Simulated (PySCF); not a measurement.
**Variants of one PySCF input: SbF**

Base input, run as `OMP_NUM_THREADS=1 python input.py` with PySCF 2.14:

```python
from pyscf import gto, dft

mol = gto.M(
    atom='Sb 0 0 0; F 0 0 1.782',
    basis='lanl2dz',
    ecp={'Sb': 'lanl2dz'},
    charge=0,
    spin=2,
    verbose=3,
)
mf = dft.ROKS(mol, xc='tpssh')
mf.kernel()
g = mf.nuc_grad_method()
g.grid_response = True
g.kernel()
mf.dip_moment()
print('orbital energies (hartree):', mf.mo_energy[..., max(0, mol.nelec[1]-3):mol.nelec[0]+3].round(4))
```

Base result: E(SCF) = -105.233076 Eh, μz(SCF) = -2.34 D, gradient on the second atom -0.1109 Eh/bohr. The bond length is a typed value, not an optimised one. No search for the lowest solution was made.

Run time: 2.7 s on 1 thread of Arm Neoverse V1 (shared host), peak memory 0.19 GiB.

Each row names what differs from the base; energies in brackets are changes from the base.

```tsv
change	result	wall time (s)
functional: tpssh → o3lyp	E(SCF) = -105.202315 Eh, μz(SCF) = -2.32 D, gradient on the second atom -0.1104 Eh/bohr	1.8
level shift (hartree): none → 5 [unsound on purpose]	not converged: SCF	7.2
electric field along z (a.u.): none → 0.01; step after the SCF: gradient → analyze	E(SCF) = -105.225129 Eh (+0.2163 eV), μz(SCF) = -1.70 D	2
step after the SCF: gradient → optimize	E(SCF) = -105.233076 Eh (+0.0000 eV), all at the start geometry; optimised bond 1.982 Å with E = -105.251039 Eh after 5 steps	8.9
density fitting: none → weigend [unsound on purpose]	E(SCF) = -105.232581 Eh (+0.0135 eV), μz(SCF) = -2.34 D, gradient on the second atom -0.1110 Eh/bohr	2.7
functional: tpssh → m06l	E(SCF) = -105.198728 Eh, μz(SCF) = -2.30 D, gradient on the second atom -0.1113 Eh/bohr	2.5
functional: tpssh → m062x	E(SCF) = -105.158527 Eh, μz(SCF) = -2.63 D, gradient on the second atom -0.1055 Eh/bohr	2.3
damping: none → 0.5	stops with NotImplementedError (ROHF Fock-damping)	0.88
electric field along z (a.u.): none → 0.2; step after the SCF: gradient → analyze [unsound on purpose] [may be another electronic state]	E(SCF) = -105.590951 Eh (-9.7383 eV), μz(SCF) = 11.91 D	3
step after the SCF: gradient → mp2; SCF type: ROKS → UHF; functional: tpssh → none (Hartree–Fock); frozen orbitals: default → 1	E(SCF) = -104.694716 Eh, E(MP2) − E(SCF) = -0.13518 Eh, ⟨S²⟩ = 2.010, μz(SCF) = -2.97 D	0.79
spin (2S): 2 → 3 [unsound on purpose]	stops with RuntimeError (Electron number 14 and spin 3 are not consistent)	0.58
basis set: lanl2dz → def2-svpd [with its own core potential]	E(SCF) = -339.906889 Eh, μz(SCF) = -1.52 D, gradient on the second atom -0.1261 Eh/bohr	8.4
charge: 0 → 1; spin (2S): 2 → 1 [another spin of the ion may lie lower]	E(SCF) = -104.908569 Eh (+8.8303 eV), gradient on the second atom -0.0782 Eh/bohr	2.9
functional: tpssh → wb97	E(SCF) = -105.195843 Eh, μz(SCF) = -2.53 D, gradient on the second atom -0.1059 Eh/bohr	1.9
geometry: bond 1.782 → bond 10 [unsound on purpose] [stretched restricted solution, likely unstable]	not converged: SCF	6.9
functional: tpssh → slater, [unsound on purpose]	E(SCF) = -103.716766 Eh, μz(SCF) = -2.14 D, gradient on the second atom -0.1204 Eh/bohr	1.5
functional: tpssh → wb97x	E(SCF) = -105.196546 Eh, μz(SCF) = -2.53 D, gradient on the second atom -0.1054 Eh/bohr	1.9
step after the SCF: gradient → mp2; SCF type: ROKS → UHF; functional: tpssh → none (Hartree–Fock); frozen orbitals: default → 0	E(SCF) = -104.694716 Eh, E(MP2) − E(SCF) = -0.13588 Eh, ⟨S²⟩ = 2.010, μz(SCF) = -2.97 D	0.81
functional: tpssh → lc_wpbe	E(SCF) = -105.187216 Eh, μz(SCF) = -2.53 D, gradient on the second atom -0.1056 Eh/bohr	2.1
initial guess: minao → vsap	stops with AssertionError (ECP or PP not supported)	0.62
geometry: bond 1.782 → bond 3.564 [stretched restricted solution, likely unstable]	not converged: SCF	7
geometry: bond 1.782 → bond 0.3 [unsound on purpose]	E(SCF) = -53.310757 Eh, μz(SCF) = -3.49 D, gradient on the second atom -196.5886 Eh/bohr	2.7
damping: none → 0.95 [unsound on purpose]	stops with NotImplementedError (ROHF Fock-damping)	0.9
cycle limit: 50 → 1 [unsound on purpose]	not converged: SCF	1.6
```
